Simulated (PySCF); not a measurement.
Cl$_{4}$Zr, charge -1, doublet, at a GFN2-xTB geometry (such geometries of metal compounds can be far from the true shape) (the multiplicity is a formal guess) (core potentials on Zr) (in this run its highest filled SCF level lies above zero, so its values depend strongly on the basis, on diffuse functions most of all). Base run: PySCF with DF-B3LYP/def2-SVP.

Here is a job for PySCF.
```python
from pyscf import gto, scf, dft

mol = gto.M(
    atom='''
Zr    0.00000000    0.00000000    0.00000000
Cl    1.86352882   -0.58540177   -1.27374508
Cl    0.66962024    0.48253642    2.18096969
Cl   -1.02067932    1.87758363   -0.93314247
Cl   -1.51246974   -1.77471829    0.02591786
''',
    basis='def2-svp',
    ecp={'Zr': 'def2-svp'},
    charge=-1,
    spin=1,
    verbose=4,
)

mf = dft.UKS(mol)
mf.xc = 'b3lyp'
mf = mf.density_fit(auxbasis='def2-universal-jkfit')
mf.kernel()
mf.analyze()
```

The base run was repeated with changes; each row names its change, and settings that it needs were set with it.

```tsv
change	ΔE vs base (mEh)	SCF cycles	<S^2>	outcome
base	0.000	22	0.751	converged
level_shift = 0.3 (with mf.max_cycle = 100)	-0.305	49	0.752	converged
DIIS = ADIIS	-	50	-	not converged
diis_space = 12	0.000	21	0.751	converged
level_shift = 0.5 (with mf.max_cycle = 100)	-0.305	73	0.752	converged
init_guess = vsap	-	-	-	input refused
DIIS = EDIIS	-	50	-	not converged
damp = 0.5; diis_start_cycle = 5	0.000	24	0.751	converged
conv_tol = 1e-7	0.000	20	0.751	converged
level_shift = 0.1 (with mf.max_cycle = 100)	0.000	60	0.751	converged
level_shift = 1.0 (with mf.max_cycle = 100)	-	100	-	not converged
conv_tol = 1e-6	0.000	19	0.751	converged
diis_space = 2	-	50	-	not converged
```

Open shells are given as the SCF converged; they aren't shown to be the lowest states, and a large step between rows can be another state.

- init_guess = vsap: ended with `AssertionError: ECP or PP not supported`
